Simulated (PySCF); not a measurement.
Ta(NH)(F)2(OH) (F₂H₂NOTa), SMILES [NH]=[Ta]([OH])([F])[F], multiplicity 1.

Geometry optimised at B3LYP-D3(BJ)/def2-SVP. The spin state was assumed, not searched. The structure was generated by enumeration; whether it is a known compound was not checked. The def2 effective core potentials stand for the cores of Ta; spin–orbit coupling is left out. One conformer was computed; it need not be the lowest.

These are TDDFT-PBE/def2-SVPD (PySCF 2.14.0) values and carry that method's errors.

Vertical excitations.  State labels are in the subgroup Cs.

Computed lowest excited states:
```csv
state,symmetry,energy (eV),λ (nm),f,main pairs
S1,A",5.14,241,0.002,HOMO→LUMO 91 %
S2,A',5.36,231,0.001,"HOMO−1→LUMO 53 %, HOMO→LUMO+1 45 %"
S3,A",5.46,227,0.001,HOMO−1→LUMO+1 90 %
S4,A',5.54,224,0.021,"HOMO→LUMO+1 46 %, HOMO−1→LUMO 37 %"
S5,A",5.69,218,0.019,HOMO→LUMO+2 99 %
S6,A',5.83,213,0.016,HOMO−1→LUMO+2 98 %
S7,A",6.22,199,0.010,HOMO→LUMO+3 94 %
S8,A',6.36,195,0.018,HOMO−1→LUMO+3 89 %
S9,A",6.46,192,0.000,HOMO→LUMO+4 93 %
S10,A',6.71,185,0.002,"HOMO−1→LUMO+4 79 %, HOMO→LUMO+5 17 %"
T1,A',4.74,261,0,"HOMO−1→LUMO 62 %, HOMO→LUMO+1 31 %"
T2,A",4.86,255,0,HOMO→LUMO 88 %
T3,A',4.96,250,0,"HOMO→LUMO+1 65 %, HOMO−1→LUMO 32 %"
T4,A",5.19,239,0,HOMO−1→LUMO+1 88 %
```
Triplets are in the Tamm–Dancoff approximation, which puts them higher than full response would, so one can lie above its singlet here.
